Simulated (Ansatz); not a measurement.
Cost and result for the atomization energy of `C[O][In]([CH3])[O]C` (15 atoms, 14 bonds).

Cartesian coordinates in Å:
```
C -2.184 -0.113 -0.775
O -0.932 -0.042 -1.397
In 0.837 0.060 -0.496
C 2.652 0.193 -1.586
O 0.782 0.028 1.490
C -0.360 -0.073 2.292
H -2.948 -0.289 -1.542
H -2.451 0.818 -0.256
H -2.259 -0.930 -0.046
H 3.326 -0.601 -1.265
H 2.447 0.099 -2.650
H 3.122 1.156 -1.386
H -1.123 0.681 2.057
H -0.839 -1.060 2.222
H -0.068 0.073 3.339
```

Charge 0, multiplicity 1. Correlated methods include outer-core shells of In, which these sets cover unevenly. In takes the def2 core potential. The structure was optimised at the PBE0-D4/def2-TZVP level. It is one conformer, not always the lowest. Program: Ansatz. All runs use 2 threads of an AMD EPYC 7R13 on a shared host and a share of an NVIDIA H100 80 GB. Times are those of one run each, without the atoms' runs, and a repeat can differ threefold. Electronic energies, without spin–orbit coupling; frozen cores. CCSD(T)/CBS adds CCSD(T) − MP2 in def2-TZVPP to the MP2 limit, and its time is that of the two runs behind it. T1 = 0.015. With those shells the extrapolation isn't a true limit. B3LYP takes the VWN-RPA correlation (the form of Gaussian; ORCA's B3LYP/G). HSE06 is the plane-wave form, built on full-range PBE exchange.

CCSD(T)/CBS is a level of theory with its own doubt, some kJ/mol a heavy atom from the limit and from the frozen cores, so smaller differences don't rank the functionals.

```json
{"level": "BLYP-D4/def2-TZVPP", "functions": "331", "wall time": "3.6 s", "atomization (kJ/mol)": "5375.0", "difference from CCSD(T)/CBS": "-41.2", "per bond": "-2.9"}
{"level": "revPBE-D4/def2-TZVPP", "functions": "331", "wall time": "4.2 s", "atomization (kJ/mol)": "5345.4", "difference from CCSD(T)/CBS": "-70.8", "per bond": "-5.1"}
{"level": "PBE0-D4/def2-TZVPP", "functions": "331", "wall time": "4.5 s", "atomization (kJ/mol)": "5379.8", "difference from CCSD(T)/CBS": "-36.4", "per bond": "-2.6"}
{"level": "B2PLYP/def2-TZVPP", "functions": "331", "wall time": "4.8 s", "atomization (kJ/mol)": "5330.0", "difference from CCSD(T)/CBS": "-86.2", "per bond": "-6.2"}
{"level": "LDA (SPW92)/def2-TZVPP", "functions": "331", "wall time": "6 s", "atomization (kJ/mol)": "6191.0", "difference from CCSD(T)/CBS": "774.8", "per bond": "55.3"}
{"level": "r2SCAN-D4/def2-TZVPP (with forces)", "functions": "331", "wall time": "6.5 s", "atomization (kJ/mol)": "5400.8", "difference from CCSD(T)/CBS": "-15.4", "per bond": "-1.1"}
{"level": "HSE06-D4/def2-TZVPP", "functions": "331", "wall time": "7.5 s", "atomization (kJ/mol)": "5383.8", "difference from CCSD(T)/CBS": "-32.4", "per bond": "-2.3"}
{"level": "CCSD(T)/def2-SVP", "functions": "141", "wall time": "8 s", "atomization (kJ/mol)": "5111.5", "difference from CCSD(T)/CBS": "-304.7", "per bond": "-21.8"}
{"level": "B3LYP-D4/def2-TZVPP (with forces)", "functions": "331", "wall time": "9 s", "atomization (kJ/mol)": "5374.5", "difference from CCSD(T)/CBS": "-41.7", "per bond": "-3.0"}
{"level": "MP2/def2-QZVPP", "functions": "637", "wall time": "11 s", "atomization (kJ/mol)": "5433.1", "difference from CCSD(T)/CBS": "16.9", "per bond": "1.2"}
{"level": "ωB97X-V/def2-TZVPP", "functions": "331", "wall time": "17 s", "atomization (kJ/mol)": "5404.9", "difference from CCSD(T)/CBS": "-11.3", "per bond": "-0.8"}
{"level": "CCSD(T)/def2-TZVPP", "functions": "331", "wall time": "27 s", "atomization (kJ/mol)": "5273.3", "difference from CCSD(T)/CBS": "-142.9", "per bond": "-10.2"}
{"level": "CCSD(T)/CBS(def2)", "functions": "–", "wall time": "37 s", "atomization (kJ/mol)": "5416.2", "difference from CCSD(T)/CBS": "0.0", "per bond": "0.0"}
```

From r2SCAN to r2SCAN0 (25 % exact exchange), in def2-TZVPP and without D4, the atomization energy moves by −96.9 kJ/mol: exact exchange takes away binding that semilocal exchange gives to molecules. The D4 term adds +43.5 kJ/mol with B3LYP and +23.4 kJ/mol with PBE0; it sums over pairs of atoms, weighted by their polarisabilities, and B3LYP, whose exchange is more repulsive, gets the larger term. At CCSD(T), def2-SVP lies −304.7 kJ/mol from the extrapolated value and def2-TZVPP −142.9 kJ/mol: correlation converges slowly with the basis, and small sets miss more of it in the bonded molecule than in its fragments.

Spin–orbit coupling would lower the free In atoms strongly, and the atomization energy with them, by more than many differences here.
